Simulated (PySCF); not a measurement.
A structure optimised at PBE-D3(BJ)/def2-SVP, used in a PySCF frequency run:

```
S
Si 1 2.1654
H 2 1.5003 1 105.86
H 2 1.5047 3 109.98 1 120.24
H 2 1.5047 3 109.98 4 119.52
Si 1 2.1654 2 98.52 3 -179.73
H 6 1.5003 1 105.86 2 -179.73
H 6 1.5047 7 109.98 1 120.24
H 6 1.5047 7 109.98 8 119.52
```

### Question
Write its SMILES, formula and point group.

### Answer
[SiH3]S[SiH3], H6SSi2, C2

### Question
What are its rotational constants (standard atomic weights)?

### Answer
9.2707, 2.7396, 2.2268 GHz
